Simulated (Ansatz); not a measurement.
Reaction (ligand exchange at the Si–O bond): `N[SiH2][SiH](O)O` + NH₃ → `N[SiH2][SiH](N)O` + H₂O

Program: Ansatz. Geometries: PBE0-D4/def2-TZVP. ΔE: electronic, gas phase. CBS: MP2 limit from def2 TZ/QZ plus the TZ coupled-cluster correction, frozen cores. This one scheme is used for every species. One conformer a species, not always the lowest.

`N[SiH2][SiH](O)O`:

```xyz
12

N     0.281    1.743   -0.731
Si    0.480    0.094   -1.232
Si   -0.310   -1.122    0.606
O     0.721   -0.683    1.821
O    -1.871   -0.690    0.918
H     0.747    2.029    0.117
H     0.334    2.476   -1.420
H    -0.389   -0.103   -2.425
H     1.863   -0.307   -1.634
H    -0.369   -2.602    0.490
H     0.584   -1.077    2.685
H    -2.072    0.242    0.805
```

NH₃:

Cartesian coordinates in Å:
```
N 0.243 -0.010 0.142
H 0.218 -0.690 -0.608
H -0.550 -0.199 0.742
H 0.089 0.899 -0.277
```

`N[SiH2][SiH](N)O`:

Cartesian coordinates in Å:
```
N 0.894 -0.292 2.202
Si 1.153 0.473 0.682
Si -0.827 0.218 -0.534
N -0.490 0.298 -2.208
O -1.397 -1.231 0.051
H 0.299 -1.105 2.218
H 1.621 -0.350 2.896
H 2.280 -0.085 -0.137
H 1.495 1.907 0.896
H -1.873 1.260 -0.325
H -1.166 0.603 -2.887
H 0.284 -0.187 -2.630
H -2.273 -1.509 -0.222
```

H₂O:

Z-matrix (Å, degrees):
```
O
H 1 0.960
H 1 0.960 2 105.1
```

```json
{"species": "`N[SiH2][SiH](O)O`", "CCSD/CBS(def2) energy (Eh)": "-787.51111"}
{"species": "NH₃", "CCSD/CBS(def2) energy (Eh)": "-56.50119"}
{"species": "`N[SiH2][SiH](N)O`", "CCSD/CBS(def2) energy (Eh)": "-767.62453"}
{"species": "H₂O", "CCSD/CBS(def2) energy (Eh)": "-76.37179"}
```

**Question.** Work out ΔE.

**Answer.** ΔE = (-767.62453) + (-76.37179) − (-787.51111) − (-56.50119) = 0.01598 Eh = +10.0 kcal/mol. CCSD(T)/CBS gives +10.0 kcal/mol.

Largest T1 diagnostic among the species: 0.012.

In def2-TZVPP, CCSD(T) changes the Hartree–Fock value by −1.3 kcal/mol (the triples alone add −0.1 kcal/mol) and MP2 by −1.6 kcal/mol.
